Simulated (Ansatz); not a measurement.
A geometry relaxed with PBE0-D3(BJ)/def2-TZVP (Ansatz, a quantum-chemistry and plane-wave program), charge 0, multiplicity 1:

```xyz
10

Si     0.2059    -0.1230     0.6041
H      0.7336    -0.3912     1.9755
H     -2.8694     1.8254     0.4572
C      1.6543     0.4083    -0.4595
Si    -1.5716    -1.3277    -0.1938
H     -2.0962    -2.6228    -0.7097
H      2.4149    -0.3771    -0.4810
Si    -1.9210     0.6835     0.3337
H      2.1159     1.3091    -0.0453
H      1.3336     0.6157    -1.4813
```

Q: Write the SMILES of this molecule.

A: `C[SiH]1[SiH]=[SiH]1`
